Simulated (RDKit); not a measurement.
Input for RDKit: UFF on CH6F2Ge (a complex), monomers drawn apart or pushed together.

```python
from rdkit import Chem
from rdkit.Chem import AllChem, rdDetermineBonds

blocks = [
'''5

Ge   -0.70010531    0.53473121    0.34687054
H    -0.86038231    0.61855786   -1.18009865
H    -0.37538836   -0.91919667    0.72698455
H    -2.01310343    0.95637223    1.01988008
H     0.44308819    1.45176820    0.79628322
''',
'''5

F     0.73325156   -0.64480383    6.09768373
C     1.62610687   -1.67284647    6.17774014
F     2.82715667   -1.23646234    5.70944982
H     1.27670337   -2.48722259    5.54194910
H     1.73848183   -1.95411030    7.22586345
''',
]
mol = None
for b in blocks:
    f = Chem.MolFromXYZBlock(b)
    rdDetermineBonds.DetermineBonds(f, charge=0)
    mol = f if mol is None else Chem.CombineMols(mol, f)
Chem.SanitizeMol(mol)
print(Chem.MolToSmiles(Chem.RemoveHs(mol)))
ff = AllChem.UFFGetMoleculeForceField(mol, vdwThresh=100.0, ignoreInterfragInteractions=False)
e = ff.CalcEnergy()
print(f'UFF energy {e:.6f} kcal/mol')
```

The log:

```
FCF.[GeH4]
UFF energy 0.889459 kcal/mol
```

The run finished.

Cost: about 0.04 core-seconds (a rough figure).
